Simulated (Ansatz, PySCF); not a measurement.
Molecule: tribromo(chloro)silane, SiBr$_{3}$Cl, charge 0, multiplicity 1. SMILES: Cl[Si](Br)(Br)Br
Geometry: optimised at B3LYP-D3(BJ)/def2-TZVP (Ansatz, a quantum-chemistry and plane-wave program).

Wanted: atomisation energy, in kcal/mol. Conventions: six Cartesian d functions in 6-31G* and its kin unless marked 5d; atomisation electronic, to ground-state atoms; frozen cores in correlated levels (noble-gas shells and the d and f shells of earlier blocks); no spin-orbit coupling; dispersion terms only where a functional's name holds one; open shells spin-unrestricted; LANL2DZ with its own core potentials from Na on; non-relativistic. Ab initio and DFT rows: single points at B3LYP-D3(BJ) geometries (Ansatz).

```json
[
 {"level": "HF/STO-3G", "program": "Ansatz", "atomisation energy (kcal/mol)": "291.3"},
 {"level": "HF/LANL2DZ", "program": "Ansatz", "atomisation energy (kcal/mol)": "132.6"},
 {"level": "PBE/LANL2DZ", "program": "Ansatz", "atomisation energy (kcal/mol)": "253.5"},
 {"level": "BP86/def2-SVP", "program": "PySCF", "atomisation energy (kcal/mol)": "333.6"},
 {"level": "B3LYP/6-31G", "program": "Ansatz", "atomisation energy (kcal/mol)": "237.1"},
 {"level": "B3LYP/6-31G*", "program": "Ansatz", "atomisation energy (kcal/mol)": "309.4"},
 {"level": "B3LYP/6-31G* with LANL2DZ past Ar", "program": "Ansatz", "atomisation energy (kcal/mol)": "283.6"},
 {"level": "PBE0/6-31G* with LANL2DZ past Ar", "program": "Ansatz", "atomisation energy (kcal/mol)": "303.6"},
 {"level": "MP2/LANL2DZ", "program": "Ansatz", "atomisation energy (kcal/mol)": "185.9"},
 {"level": "MP2/6-31G* with LANL2DZ past Ar", "program": "Ansatz", "atomisation energy (kcal/mol)": "268.8"},
 {"level": "PBE0/def2-TZVPD", "program": "Ansatz", "atomisation energy (kcal/mol)": "339.4"},
 {"level": "wB97M-V/def2-TZVPD", "program": "Ansatz", "atomisation energy (kcal/mol)": "340.0"},
 {"level": "wB97X-V/def2-TZVPD", "program": "Ansatz", "atomisation energy (kcal/mol)": "342.5"}
]
```

No value to compare with is used here. The 10 habitual levels span 132.6 (HF/LANL2DZ) to 333.6 kcal/mol (BP86/def2-SVP); wB97M-V/def2-TZVPD gives 340.0.

The levels are drawn from those run, B3LYP/6-31G* more often than the rest, none by its result; left out are runs that failed, that the program found above a lower state of the same kind, or whose <S^2> lies over 0.5 above the pure value.
